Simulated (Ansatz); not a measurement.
Reaction (isomerisation): `[SiH3]C1=NCO1` → `OC1N=C1[SiH3]`

Program: Ansatz. Geometries: PBE0-D4/def2-TZVP. ΔE: electronic, gas phase. CCSD(T)/CBS adds triple-zeta CCSD(T) − MP2 to the extrapolated MP2 energy (def2 sets, frozen cores). DFT in def2-TZVPP. B3LYP here is the variant with VWN-RPA as its local correlation; programs differ in this. One conformer a species, not always the lowest.

| level | ΔE (eV) |
| --- | --- |
| PBE-D4 | 0.34 |
| B3LYP | 0.29 |
| SCS-MP2/def2-QZVPP | 0.26 |
| MP2/CBS(def2) | 0.23 |

(1) What does CCSD(T)/CBS give? (Estimate.)

Largest T1 diagnostic among the species: 0.015.

Answers

(1) Computed: +0.28 eV. The listed levels differ from it by 0.06, 0.01, -0.02, -0.05 eV.
